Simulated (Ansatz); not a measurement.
Basis sets compared for SnH2(NHEt)2 (C4H14N2Sn). Total charge 0; singlet. Geometry PBE-D4/def2-SVP. Ansatz on 2 threads of AMD EPYC 7R13 on a shared host and a share (18 GiB) of an NVIDIA H100 80GB HBM3; times are rough, and most runs start from earlier orbitals.

```xyz
21

Sn   -0.2219    0.3851   -0.1633
H    -0.0750    1.1450   -1.7230
H    -1.3429    1.2236    0.8729
N     1.7436    0.1660    0.4174
C     2.7093    1.2404    0.2346
C     2.5979    2.4220    1.2070
H     1.8251   -0.2663    1.3458
H     3.7382    0.8132    0.3024
H     2.6192    1.6161   -0.8098
H     1.6136    2.9287    1.1108
H     3.3892    3.1801    1.0256
H     2.6931    2.0803    2.2596
N    -0.8628   -1.5689   -0.0311
C    -2.2816   -1.8959   -0.0147
C    -3.0142   -1.7979   -1.3588
H    -0.3334   -2.1972   -0.6474
H    -2.4067   -2.9284    0.3902
H    -2.7834   -1.2313    0.7244
H    -2.9844   -0.7605   -1.7562
H    -4.0802   -2.0964   -1.2685
H    -2.5426   -2.4575   -2.1179
```

In the def2 sets Sn takes a core potential, while STO-3G treats all electrons; there is no spin–orbit coupling.

STO-3G and 6-31G are all-electron sets without relativity, so their totals don't compare with the def2 sets.

Binding counts from free atoms (Sn triplet, H doublet, N quartet, C triplet) in the same basis, without a counterpoise term.

| level | functions | energy (Eh) | HOMO (eV) | LUMO (eV) | binding per atom (eV) | wall time |
| --- | --- | --- | --- | --- | --- | --- |
| HF/STO-3G | 71 | -6228.5813 | -6.83 | 10.00 | 3.38 | 1.5 s |
| HF/def2-TZVP | 320 | -481.9422 | -9.61 | 2.75 | 2.63 | 1.8 s |
| PBE-D4/def2-SVP | 180 | -484.0689 | -4.81 | -0.39 | 3.77 | 1.9 s |
| PBE-D4/def2-TZVP | 320 | -484.3842 | -5.03 | -0.77 | 3.75 | 1.8 s |
| PBE0-D4/def2-SVP | 180 | -484.1200 | -6.18 | 0.43 | 3.71 | 2 s |
| PBE0-D4/def2-TZVP | 320 | -484.4275 | -6.35 | 0.07 | 3.69 | 1.7 s |

Q: Estimate the rows for HF/def2-TZVPD, PBE-D4/def2-TZVPD, PBE0-D4/def2-TZVPD.

A: 
```
             level  functions  energy (Eh)  HOMO (eV)  LUMO (eV)  binding per atom (eV)  wall time
     HF/def2-TZVPD        404    -481.9441      -9.63       1.64                   2.63      1.7 s
 PBE-D4/def2-TZVPD        404    -484.3869      -5.09      -0.89                   3.75        3 s
PBE0-D4/def2-TZVPD        404    -484.4297      -6.38      -0.07                   3.69      2.6 s
```
